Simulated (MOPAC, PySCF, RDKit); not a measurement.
Torsion N1–Si2–O3–H6 in H3NOSi (SMILES N[Si]O); at each angle all else is relaxed with GFN2-xTB, and the levels are single points there.
Geometry at 180° (charge 0, multiplicity 1):
```json
[
 {"atom": "N", "x (Å)": "-0.9747", "y (Å)": "-0.0700", "z (Å)": "0.1869"},
 {"atom": "Si", "x (Å)": "0.3444", "y (Å)": "-1.0367", "z (Å)": "0.6748"},
 {"atom": "O", "x (Å)": "1.5010", "y (Å)": "-0.1519", "z (Å)": "-0.1211"},
 {"atom": "H", "x (Å)": "-1.9278", "y (Å)": "-0.2441", "z (Å)": "0.4508"},
 {"atom": "H", "x (Å)": "-0.8675", "y (Å)": "0.7438", "z (Å)": "-0.4036"},
 {"atom": "H", "x (Å)": "2.4196", "y (Å)": "-0.3932", "z (Å)": "-0.0864"}
]
```

On the grid 0° to 330°, 90° is the highest and 180° the lowest point at MP2/CBS(cc-pV(T+d)Z, cc-pV(Q+d)Z) + ΔCCSD(T)/cc-pV(T+d)Z.

The state reached by PM3 isn't checked.

Run with MOPAC for PM3 (differences of heats of formation); PySCF for M06-2X; RDKit for the force fields. Each number belongs to the level named beside it.

Problem. Estimate the energy at 90° less that at 180° that UFF returns for this input.

Solution. 1008 meV

Problem. Estimate the energy at 90° less that at 180° that M06-2X/def2-TZVPP returns for this input.

Solution. 239 meV

Problem. Give the energy at 90° less that at 180° at the level PM3.

Solution. 210 meV
